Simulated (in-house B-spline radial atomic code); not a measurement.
Radial electron density of Cu⁸⁺, [Ar] 3d2 4s1. Method: Dirac-Hartree-Fock, average of configuration, Fermi nucleus of rms radius 3.8823 fm. Calculated with an all-electron radial atomic-structure program (B-spline basis).

Columns: r (bohr), 4πr²n(r) (electrons per bohr), bar.

```
 0.00216    0.992 #
 0.00261    1.399 ##
 0.00316    1.969 ##
 0.00382    2.746 ###
 0.00462    3.802 ####
 0.00559    5.217 ######
 0.00676    7.069 ########
 0.00818    9.453 ##########
 0.00989    12.41 ##############
   0.012    16.04 #################
  0.0145     20.1 ######################
  0.0175    24.44 ###########################
  0.0212    28.79 ###############################
  0.0256    32.45 ###################################
   0.031    34.91 ######################################
  0.0375    35.59 #######################################
  0.0453    34.38 #####################################
  0.0548    31.85 ###################################
  0.0663    29.31 ################################
  0.0802    28.48 ###############################
   0.097    30.51 #################################
   0.117    34.91 ######################################
   0.142    39.45 ###########################################
   0.172    40.42 ############################################
   0.208    35.77 #######################################
   0.251    27.04 #############################
   0.304    18.52 ####################
   0.367    14.86 ################
   0.444    16.19 ##################
   0.538    18.43 ####################
    0.65    17.22 ###################
   0.787    12.26 #############
   0.951    6.715 #######
    1.15    3.136 ###
    1.39    1.599 ##
    1.68   0.9042 #
    2.04   0.4037 
    2.46   0.1189 
    2.98  0.01898 
     3.6 0.001565 
    4.36 5.458e-05 
    5.27 7.46e-07
```

On this grid the curve has 3 maxima, near 0.0375, 0.172, 0.538 bohr.

The 3d3/2 radial function P(r) = rR(r), positive near the nucleus, with its small component Q(r) (sign convention: Q ≈ (P' + κP/r)/2c):

| r (bohr) | P | Q |
| --- | --- | --- |
| 0.0175 | 0.001723 | 0.001648 |
| 0.0256 | 0.004904 | 0.003212 |
| 0.0375 | 0.01363 | 0.006036 |
| 0.0548 | 0.03612 | 0.0107 |
| 0.0802 | 0.09044 | 0.01761 |
| 0.117 | 0.2069 | 0.02606 |
| 0.172 | 0.4291 | 0.03372 |
| 0.251 | 0.7578 | 0.03604 |
| 0.367 | 1.108 | 0.02967 |
| 0.538 | 1.255 | 0.01633 |
| 0.787 | 1.012 | 0.004215 |
| 1.15 | 0.5184 | -0.000831 |
| 1.68 | 0.14 | -0.0007691 |
| 2.46 | 0.01461 | -0.0001195 |
